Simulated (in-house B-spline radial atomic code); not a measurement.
A fraction x of an electron is removed from 3d in Zn V (Zn4+), starting from [Ar] 3d8 and keeping the highest spin. All numbers are computed (scalar-relativistic (X2C) TPSS, spin-polarised, spherical fractional occupations; Fermi nucleus of rms radius 3.9283 fm) with a B-spline radial code for spherical atoms, not measured.

| x | E(x) - E(0) (eV) | 3d down level (eV) |
| --- | --- | --- |
| 0 | 0.0000 | -71.763 |
| 0.11 | 8.0335 | -74.304 |
| 0.13 | 9.5242 | -74.769 |
| 0.3 | 22.5729 | -78.755 |
| 0.39 | 29.7568 | -80.890 |
| 0.5 | 38.7992 | -83.522 |
| 0.53 | 41.3157 | -84.244 |
| 0.66 | 52.4718 | -87.394 |
| 0.78 | 63.1351 | -90.332 |
| 0.95 | 78.8487 | -94.543 |
| 1 | 83.6071 | -95.793 |

The exact functional would give a straight line between the two integer points. Deviations E(x) - E(0) - x[E(1) - E(0)], in eV: -1.163 at x = 0.11, -1.345 at x = 0.13, -2.509 at x = 0.3, -2.85 at x = 0.39, -3.004 at x = 0.5, -2.996 at x = 0.53, -2.709 at x = 0.66, -2.078 at x = 0.78, -0.578 at x = 0.95.

The curve lies below the straight line by up to 3.004 eV (at x = 0.5): convex, the delocalisation error that favours fractional charges.

(1) How well does Slater's transition state (minus the level at half occupation) give the ionisation energy?

Results:

(1) It gives 83.522 eV against 83.607 eV from the two total energies; NIST lists 82.60 eV, ground level to ground level.
